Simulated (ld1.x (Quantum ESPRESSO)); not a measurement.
Transferability test, PAW potential for gallium

| Property | Result |
| --- | --- |
| Element | Ga |
| Generator | ld1.x (Quantum ESPRESSO) 7.5 |
| Type | PAW |
| Functional | PBE |
| Relativity | scalar-relativistic |
| Frozen core | [Ar] |
| Valence charge | 13 |
| Reference configuration | 3d10 4s0 4p0 (charge +3) |
| Partial waves | 4s (bound, empty): rcut 1.60, rcutus 1.75 bohr; 4s channel at -0.1 Ry: rcut 1.60, rcutus 1.75 bohr; 4p (bound, empty): rcut 2.00, rcutus 2.15 bohr; 4p channel at -0.4 Ry: rcut 2.00, rcutus 2.15 bohr; 3d (bound): rcut 1.10, rcutus 1.20 bohr; 3d channel at -3.05 Ry: rcut 1.10, rcutus 1.20 bohr |
| Local potential | all-electron potential smoothed inside 1.85 bohr (lloc = -1) |
| Core correction | Bessel-smoothed model core inside 0.85 bohr |
| Augmentation charge | PSQ, inside the norm-conserving radii |

Energies are relative to the spin-unpolarised reference configuration 3d10 4s0 4p0; without spin polarisation the order of configurations can differ from experiment.

```
valence configuration  charge  ΔE all-electron (eV)  error AE − PS (meV)
         3d10 4s2 4p1       0               -58.088                 -2.5
         3d10 4s1 4p0      +2               -31.272                 +0.1
         3d10 4s1 4p2       0               -51.550                  0.0
          3d9 4s2 4p1      +1               -30.392                 -142
       3d10 4s2 4p1.3    -0.3               -58.622                 -2.3
          3d9 4s0 4p0      +4                63.877                 -312
```

Q: What are ΔE and the potential's error for 3d10 4s2 4p0?

A: ΔE = -52.400 eV all-electron; the error (AE − PS) is -2.7 meV.
